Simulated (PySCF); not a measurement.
Excitations are Tamm–Dancoff values on a coarser integration grid. The basis has no diffuse functions, so Rydberg states are missing or too high.

Cartesian coordinates (Å):
```xyz
5

S      1.6530    -0.5791     0.0276
Al    -0.4752    -0.1719    -0.0246
Br    -1.2606     1.9334     0.0529
Br    -1.8908    -1.9080    -0.1586
H      1.9736     0.7257     0.1028
```
Charge 0, spin multiplicity 1.

Question: Estimate the LUMO, dipole moment, S1 excitation (TDA), S1–T1 gap (TDA) and HOMO that PBE-D3(BJ)/def2-TZVP // B3LYP-D3(BJ)/def2-TZVP (PySCF) returns for this input.

Answer: 
```json
{
 "LUMO": "-2.11 eV",
 "dipole_moment": "0.95 D",
 "S1 excitation (TDA)": "4.95 eV",
 "S1–T1 gap (TDA)": "0.27 eV",
 "HOMO": "-6.98 eV"
}
```
